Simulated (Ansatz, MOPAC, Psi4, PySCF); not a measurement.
Dimer: HF (SMILES F) (first 2 atoms) with C3H8 (SMILES CCC); geometry from B3LYP-D3(BJ)/def2-TZVP.
(charge 0, multiplicity 1):
```tsv
atom	x (Å)	y (Å)	z (Å)
F	-0.3619	0.0912	0.3687
H	-0.4978	0.3562	1.2480
C	0.7964	-1.0920	3.5455
C	0.0565	-0.0453	4.3744
C	-0.7561	0.9222	3.5178
H	1.3691	-1.7700	4.1802
H	0.1005	-1.6963	2.9584
H	1.4941	-0.6231	2.8472
H	0.7737	0.5217	4.9742
H	-0.6100	-0.5434	5.0839
H	-1.2809	1.6651	4.1204
H	-0.1063	1.4768	2.8316
H	-1.5205	0.3875	2.9428
```

Counterpoise-corrected where a basis set is named; no monomer relaxation. Rows marked so take none.

Correlated levels freeze the cores. Rows in 3-21G, 6-31G* carry no dispersion term and start afresh at each structure (6-31G* with six Cartesian d functions). The state that AM1, PM7 reach isn't checked; PM7 holds dispersion and hydrogen-bond terms.

Codes used: Ansatz (Gaussian basis) for Hartree–Fock, density functionals and correlated methods; MOPAC for AM1, PM7 (differences of heats of formation); Psi4 for SAPT; PySCF for 3-21G rows, 6-31G* rows, the dispersion terms. 

```tsv
level	interaction energy (kcal/mol)
AM1	-0.33
PM7	-1.01
HF/3-21G (no counterpoise)	-1.05
r2SCAN/def2-TZVPPD	-2.44
B3LYP/6-31G* (no counterpoise)	-2.33
B3LYP/def2-TZVPPD	-1.00
BHLYP-D3(BJ)/def2-TZVPPD	-2.35
SCS-MP2/aug-cc-pVDZ	-0.91
SAPT0/jun-cc-pV(D+d)Z	(withheld)
```

**Question.** Complete the blanks.

**Answer.** 
- SAPT0/jun-cc-pV(D+d)Z, interaction energy (kcal/mol): -1.09

Ansatz is a program for electronic structure.
